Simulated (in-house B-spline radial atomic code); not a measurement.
Values are calculated unless marked as measured or tabulated.
## Correlation energy from the adiabatic connection: −Z/r, Z = 3.19, wall at 1.71 bohr

Two electrons in a singlet, external potential −Z/r, Z = 3.19, wall at 1.71 bohr (atomic units). Full CI in B-splines (partial waves to l = 8, correlation up to 0.6 % small) with the density held fixed gives W(λ) = <V_ee>_λ − U, and E_c is the integral of W(λ) − W(0) from 0 to 1.

| λ | W(λ) − W(0) (hartree) |
| --- | --- |
| 0 | 0.00000 |
| 0.02 | -0.00186 |
| 0.05 | -0.00464 |
| 0.12 | -0.01104 |
| 0.25 | -0.02264 |
| 0.4 | -0.03557 |
| 0.6 | -0.05211 |
| 0.8 | -0.06789 |
| 1 | -0.08296 |

**Question.** Integrate the table by the trapezoid rule.

**Answer.** The strips give -0.00002, -0.00010, -0.00055, -0.00219, -0.00437, -0.00877, -0.01200, -0.01508, which sum to -0.04307 hartree. The direct value, W(1) − W(0) + T_c with T_c = 0.03984, is -0.04312; the curve is convex, so chords lie above it and the trapezoids fall short in size by 0.11 %.

**Question.** Now use only three numbers: W(0) = -1.8463, the initial slope W'(0) = -0.0934 (extrapolated from the first points) and the strong-coupling limit of the point-charge-plus-continuum model, W∞ = -2.5278. What do second-order theory and the interpolation W(λ) = W∞ + (W(0) − W∞)/√(1 + 2χλ) of Seidl, Perdew and Levy give?

**Answer.** Second order keeps the slope alone: E_c = W'(0)/2 = -0.04670, +8 % in size against -0.04312. Matching the slope fixes χ = W'(0)/(W∞ − W(0)) = -0.0934/(-0.68150) = 0.13705. Integrating, with s = √(1 + 2χ) = 1.128761, E_c = −(W(0) − W∞)(s − 1)/(s + 1) = −0.68150 × 0.128761/2.128761 = -0.04122 hartree, -4.4 % in size against the full result. At λ = 1 the formula gives W − W(0) = -0.07774 against -0.08296. Part of the miss can come from the model's W∞.
